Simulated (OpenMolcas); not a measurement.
Multiconfigurational calculation on Kr III

Input:

```
&GATEWAY
Coord
1

Kr 0.0 0.0 0.0
Basis=ANO-RCC-VDZ
Group=XYZ
NoMove
AngMom=0.0 0.0 0.0
AMFI
&SEWARD
* reference wave functions (RASSCF and RASSI steps not shown): 6 electrons in 4 orbitals (4s 4p)
>>> COPY JOB001 $Project.JobIph
&CASPT2
Multistate=3 1 2 3
NoMult
Frozen=2 3
IPEA=0.1
Imaginary=0.2
MaxIter=60
WThr=0.0 0.3 0.05
PrWF=0.5
NoMix
>>> COPY JOB002 $Project.JobIph
&CASPT2
Multistate=6 1 2 3 4 5 6
NoMult
Frozen=2 3
IPEA=0.1
Imaginary=0.2
MaxIter=60
WThr=0.0 0.3 0.05
PrWF=0.5
NoMix
>>> COPY JOB003 $Project.JobIph
&CASPT2
Multistate=3 1 2 3
NoMult
Frozen=2 3
IPEA=0.1
Imaginary=0.2
MaxIter=60
WThr=0.0 0.3 0.05
PrWF=0.5
NoMix
...
```

Launched by
```bash
OMP_NUM_THREADS=1 MOLCAS_MEM=2252 MOLCAS_PROJECT=a pymolcas a.inp > a.log  # once for each step of the input, in one work folder
```

Output, cut to the results:

```
--- CASPT2 ---
Orbital specifications:
      -----------------------

      Symmetry species                           1   2
                                                ag  au
      Frozen orbitals                            2   3
      Inactive orbitals                          6   3
      Active orbitals                            1   3
      Secondary orbitals                         1   3
      Deleted orbitals                           0   0
      Number of basis functions                 10  12
Type of calculation                        SS-CASPT2
      Fock operator                              state-specific
      IPEA shift                                 0.10
      Real shift                                 0.00
      Imaginary shift                            0.20
      The input orbitals will be transformed to quasi-canonical
Reference energy:       -2786.6985546558
      E2 (Non-variational):      -0.0148994845
      Shift correction:          -0.0000605926
      E2 (Variational):          -0.0149600771
      Total energy:           -2786.7135147328
      Residual norm:              0.0000000560
      Reference weight:           0.99578
      Contributions to the CASPT2 correlation energy
      Active & Virtual Only:         -0.0114540534
      One Inactive Excited:          -0.0012486059
      Two Inactive Excited:          -0.0021968252
Reference energy:       -2786.6985546556
      E2 (Non-variational):      -0.0148994845
      Shift correction:          -0.0000605926
      E2 (Variational):          -0.0149600771
      Total energy:           -2786.7135147327
      Residual norm:              0.0000000560
      Reference weight:           0.99578
      Contributions to the CASPT2 correlation energy
      Active & Virtual Only:         -0.0114540534
      One Inactive Excited:          -0.0012486059
      Two Inactive Excited:          -0.0021968252
::    CASPT2 Root  1     Total energy:  -2786.71351473
::    CASPT2 Root  2     Total energy:  -2786.71351473
::    CASPT2 Root  3     Total energy:  -2786.71351473
--- CASPT2 ---
Orbital specifications:
      -----------------------

      Symmetry species                           1   2
                                                ag  au
      Frozen orbitals                            2   3
      Inactive orbitals                          6   3
      Active orbitals                            1   3
      Secondary orbitals                         1   3
      Deleted orbitals                           0   0
      Number of basis functions                 10  12
Type of calculation                        SS-CASPT2
      Fock operator                              state-specific
      IPEA shift                                 0.10
      Real shift                                 0.00
      Imaginary shift                            0.20
      The input orbitals will be transformed to quasi-canonical
Reference energy:       -2786.6334516127
      E2 (Non-variational):      -0.0156891666
      Shift correction:          -0.0000569883
      E2 (Variational):          -0.0157461549
      Total energy:           -2786.6491977676
      Residual norm:              0.0000000260
      Reference weight:           0.99570
      Contributions to the CASPT2 correlation energy
      Active & Virtual Only:         -0.0117805620
      One Inactive Excited:          -0.0016109689
      Two Inactive Excited:          -0.0022976358
Reference energy:       -2786.6334516127
      E2 (Non-variational):      -0.0156894602
      Shift correction:          -0.0000569972
      E2 (Variational):          -0.0157464574
      Total energy:           -2786.6491980701
      Residual norm:              0.0000000260
      Reference weight:           0.99570
      Contributions to the CASPT2 correlation energy
      Active & Virtual Only:         -0.0117807483
      One Inactive Excited:          -0.0016110762
      Two Inactive Excited:          -0.0022976358
::    CASPT2 Root  1     Total energy:  -2786.64919777
::    CASPT2 Root  2     Total energy:  -2786.64919807
::    CASPT2 Root  3     Total energy:  -2786.64919776
::    CASPT2 Root  4     Total energy:  -2786.64919777
::    CASPT2 Root  5     Total energy:  -2786.64916828
::    CASPT2 Root  6     Total energy:  -2786.58844875
--- CASPT2 ---
Orbital specifications:
      -----------------------

      Symmetry species                           1   2
                                                ag  au
      Frozen orbitals                            2   3
      Inactive orbitals                          6   3
      Active orbitals                            1   3
      Secondary orbitals                         1   3
      Deleted orbitals                           0   0
      Number of basis functions                 10  12
Type of calculation                        SS-CASPT2
      Fock operator                              state-specific
      IPEA shift                                 0.10
      Real shift                                 0.00
      Imaginary shift                            0.20
      The input orbitals will be transformed to quasi-canonical
Reference energy:       -2786.0827920268
      E2 (Non-variational):      -0.0181686178
      Shift correction:          -0.0001512758
      E2 (Variational):          -0.0183198936
      Total energy:           -2786.1011119204
      Residual norm:              0.0000000416
      Reference weight:           0.99278
      Contributions to the CASPT2 correlation energy
      Active & Virtual Only:         -0.0148186829
      One Inactive Excited:          -0.0012041425
      Two Inactive Excited:          -0.0021457924
Reference energy:       -2786.0827920268
      E2 (Non-variational):      -0.0181686178
      Shift correction:          -0.0001512758
      E2 (Variational):          -0.0183198936
      Total energy:           -2786.1011119204
      Residual norm:              0.0000000416
      Reference weight:           0.99278
...
```

Levels above the lowest, from the spin-orbit matrix with the single-state CASPT2 energies, averaged by term, on its diagonal:

| Configuration | Term | J | E (cm⁻¹) | Measured (cm⁻¹) | g | Term weight % | Second |
| --- | --- | --- | --- | --- | --- | --- | --- |
| 4s² 4p⁴ | ³P | 2 | 0.0 | 0.0 | 1.488 | 97 | 3 ¹D |
| 4s² 4p⁴ | ³P | 1 | 4276 | 4548 | 1.501 | 100 |  |
| 4s² 4p⁴ | ³P | 0 | 5042 | 5313 |  | 96 | 4 ¹S |
| 4s² 4p⁴ | ¹D | 2 | 16920 | 14644 | 1.013 | 97 | 3 ³P |
| 4s² 4p⁴ | ¹S | 0 | 30958 | 33080 |  | 96 | 4 ³P |
| 4s 4p⁵ | ³P° | 2 | 134864 | 115931 | 1.501 | 100 |  |
| 4s 4p⁵ | ³P° | 1 | 138529 | 119380 | 1.500 | 100 |  |
| 4s 4p⁵ | ³P° | 0 | 140572 | 121543 |  | 100 |  |
| 4s 4p⁵ | ¹P° | 1 | 190442 | 141876 | 1.001 | 100 |  |

Against the 8 measured excited levels shown (Saloman, J. Phys. Chem. Ref. Data 36, 215 (2007)) the mean absolute deviation is 14000 cm-1; the largest miss in energy is 4s 4p⁵ ¹P°₁: computed 190442, measured 141876 cm⁻¹ (+34.2 %).

Terms of s pⁿ other than that of highest spin mix with s² pⁿ⁻² d, which this space lacks; all of them can be thousands of cm-1 off, and some have no real level of that name. Some terms miss by over 15 % even with CASPT2, which points to a basis or an active space too small for the shells correlated. Computed and measured levels are paired by configuration, term and J; levels that our copy of the source lacks, or whose pairing is in doubt (as where it misses far off the trend of its configuration), stay unpaired and out of the deviations. Levels of configurations outside the active space are missing. The first state left out of the spin-orbit step lies near 320000 cm-1 above the lowest spin-free state of the reference (among the parities and spins computed), and the list stops at four fifths of that energy or lower.

The CASPT2 steps took 1.8 s on 1 thread of Arm Neoverse V1, with other jobs on the host; the integral step is not counted.

The term weight is that of the spin-free term in the level, not the purity of its configuration. ° marks odd parity.
